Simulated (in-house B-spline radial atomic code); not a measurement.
A radial electron density 4πr²n(r) was computed for an atom or ion in its tabulated ground configuration with a B-spline radial code for spherical atoms; method: non-relativistic BHandHLYP, spin-polarised, spherical fractional occupations, exact exchange averaged over the configuration. Columns: r (bohr), 4πr²n(r) (electrons per bohr), bar.

```
 0.00487   0.2943 #
 0.00568   0.3926 #
 0.00662   0.5214 ##
 0.00771    0.689 ##
 0.00899   0.9084 ###
  0.0105    1.195 ####
  0.0122    1.549 #####
  0.0142        2 #######
  0.0166     2.58 #########
  0.0193     3.27 ###########
  0.0225    4.116 ##############
  0.0263    5.135 #################
  0.0306    6.272 #####################
  0.0357    7.558 #########################
  0.0416    8.916 #############################
  0.0485    10.28 ##################################
  0.0565    11.54 ######################################
  0.0659    12.58 #########################################
  0.0768    13.22 ############################################
  0.0895    13.34 ############################################
   0.104    12.89 ###########################################
   0.122    11.81 #######################################
   0.142    10.35 ##################################
   0.165    8.753 #############################
   0.192    7.317 ########################
   0.224    6.364 #####################
   0.262    6.122 ####################
   0.305    6.552 ######################
   0.355    7.358 ########################
   0.414    8.112 ###########################
   0.483    8.351 ############################
   0.563    7.806 ##########################
   0.656    6.514 #####################
   0.764    4.785 ################
   0.891    3.028 ##########
    1.04    1.617 #####
    1.21   0.7278 ##
    1.41   0.2633 #
    1.64  0.07614 
    1.92  0.01555 
    2.23 0.002459
```

(1) Which atom or ion is it?
A. Ne5+
B. Mg4+
C. Si7+
D. Mg5+

Answers

(1) D. The area under the curve, ∫4πr²n dr = ∫r·4πr²n d(ln r) on this logarithmic grid, is 7 electrons; among the options with that count, the innermost peak, which lies near 1/Z bohr, picks Z = 12. The configuration is [He] 2s2 2p3.
